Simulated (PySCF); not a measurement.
Compound: C8H10N2Si.
Cartesian coordinates in Å at the PBE0-D3(BJ)/def2-SVP level; atoms count from 1:
```
atom  x, y, z in Å
C1     5.4779    0.0114    0.1512
C2     4.2704   -0.0592    0.0585
C3     2.8524   -0.1291   -0.0411
C4     1.9321    0.6641    0.6159
N5     0.6896    0.2289    0.2173
Si6   -0.9005    0.9084    0.6762
C7    -2.1908   -0.3905    0.4113
C8    -3.6069    0.0210    0.0742
C9    -2.7630   -0.6182   -0.9722
C10    0.9275   -0.8022   -0.6620
N11    2.1959   -1.0429   -0.8362
H12    6.5470    0.0754    0.2271
H13    2.0718    1.4771    1.3245
H14   -1.2028    2.0878   -0.1882
H15   -0.7569    1.3417    2.0942
H16   -2.0950   -1.2849    1.0374
H17   -4.4156   -0.5631    0.5206
H18   -3.8346    1.0873   -0.0238
H19   -2.4008    0.0037   -1.7972
H20   -2.9815   -1.6502   -1.2596
H21    0.1108   -1.3445   -1.1392
```

Level: PBE0/pcSseg-1 in PySCF, non-relativistic, on one gas-phase PBE0-D3(BJ)/def2-SVP geometry that isn't relaxed in the solvent. The solvent is an IEF-PCM continuum (Bondi radii, 1.10 Å for H, scaled by 1.2). Only the electrostatic response of the medium enters.

| medium | total energy (Eh) | HOMO (eV) | LUMO (eV) | dipole (D) |
| --- | --- | --- | --- | --- |
| gas phase | -709.108758 | -6.382 | -0.206 | 5.006 |
| acetone (ε = 20.49) | -709.124024 | -6.648 | -0.395 | 6.362 |

Task: What is E(solvent) − E(gas) in acetone, in kcal/mol?

Result: -709.124024 − (-709.108758) = -0.015266 Eh = -9.58 kcal/mol.

Task: Scale it by Onsager's factor (ε − 1)/(2ε + 1) to cyclohexane (ε = 2.017), and compare with the calculation.

Result: The factor goes from 0.464 to 0.202, a ratio of 0.435, which gives -4.17 kcal/mol. The calculation gives -3.87 kcal/mol (total energy -709.114928 Eh), so the scaled value is 7.6 % too large in size.

Task: Scale the changes of the other columns the same way. What are the values in cyclohexane?

Result: 
```tsv
quantity	scaled	computed	difference
HOMO (eV)	-6.498	-6.484	-0.014
LUMO (eV)	-0.288	-0.268	-0.020
dipole (D)	5.595	5.583	+0.012
```

Task: How does each lowering split into the polarisation term (half the interaction with the induced surface charges) and the distortion of the solute's density?

Result: acetone: -11.53 + 1.95 kcal/mol, the distortion taking back 17 % of the polarisation term; cyclohexane: -4.18 + 0.31 kcal/mol, the distortion taking back 7 % of the polarisation term.
